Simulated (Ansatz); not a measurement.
Mulliken charges of AlCl2HS, SMILES `[SH][Al]([Cl])[Cl]` from B3LYP/def2-TZVPP in Ansatz (PBE0-D4/def2-TZVP geometry).

```csv
atom,x (Å),y (Å),z (Å),charge (e)
S1,-0.049,1.691,0.210,-0.220
Al2,0.281,-0.440,0.143,0.533
Cl3,1.832,-1.252,1.259,-0.216
Cl4,-0.924,-1.678,-1.016,-0.219
H5,-1.091,1.606,-0.638,0.122
```

**Question.** By hand: the dipole of these point charges (1 e Å = 4.8032 D).

**Answer.** Σ q r = (-0.166, 0.227, -0.097) e Å, of length 0.297 e Å = 1.43 D.

**Question.** How does the dipole of the full density compare? (Estimate.)

**Answer.** Computed: (-0.141, 0.132, -0.093) e Å, 1.03 D; the point charges give 1.39 times that, at 12° from its direction.

Point charges leave out the atoms' own dipoles, such as those of lone pairs, and Mulliken's split depends on the basis, so the two needn't agree.

B3LYP here is the variant with VWN-RPA as its local correlation; programs differ in this.
